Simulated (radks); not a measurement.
Correlation energies from several functionals, in hartree. Species: Tb4+ [Xe] 4f7; N5+ [He]; Os11+ [Kr] 4d10 4f14 5s2 5p3; Pd [Kr] 4d10. Calculated with a radial shooting solver on a logarithmic mesh with Libxc functionals: non-relativistic Kohn-Sham, PBE, spin-polarised, spherical densities, point nucleus. Every spin shell is full or empty, so the densities are truly spherical. Functionals are evaluated on that one density, not self-consistently.

functional	Tb4+	N5+	Os11+	Pd
PW92	-6.2281	-0.18149	-7.1483	-4.3417
VWN5	-6.2547	-0.18245	-7.1779	-4.3608
Wigner	-3.2331	-0.10788	-3.5112	-2.4561
P86	-4.0029	-0.064140	-4.6121	-2.7351
AM05	-5.8395	-0.15819	-6.7339	-4.0378
OP (B88)	-3.1736	-0.073335	-3.5676	-2.2471
TPSS	-3.5471	-0.048165	-4.0807	-2.4162
revTPSS	-3.5800	-0.050360	-4.1091	-2.4470
r2SCAN	-3.5859	-0.043257	-4.1328	-2.4324
